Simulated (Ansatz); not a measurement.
Consider the cleavage of the Si–Si bond: `F[CH]([AlH2])[SiH2][SiH3]` + `OC[SiH2]S` → `[SiH3]OC[SiH2]S` + `F[CH]([AlH2])[SiH3]`.

Gas-phase electronic energies from Ansatz, PBE0-D4/def2-TZVP geometries. CBS: MP2 limit from def2 TZ/QZ plus the TZ coupled-cluster correction, frozen cores. Each species was taken in one conformer, which may not be the lowest.

```
                    species  CCSD/CBS(def2) energy (Eh)
`F[CH]([AlH2])[SiH2][SiH3]`                  -962.75361
                `OC[SiH2]S`                  -803.67417
          `[SiH3]OC[SiH2]S`                 -1093.98249
      `F[CH]([AlH2])[SiH3]`                  -672.47881
```

Task: Work out ΔE.

Result: ΔE = (-1093.98249) + (-672.47881) − (-962.75361) − (-803.67417) = -0.03352 Eh = -21.0 kcal/mol. CCSD(T)/CBS gives -20.3 kcal/mol.

Largest T1 diagnostic among the species: 0.013.

From PBE to PBE0 (25 % exact exchange), in def2-TZVPP and without D4, ΔE moves by −1.4 kcal/mol. In def2-TZVPP, CCSD(T) changes the Hartree–Fock value by +5.9 kcal/mol (the triples alone add +0.7 kcal/mol) and MP2 by +4.0 kcal/mol.
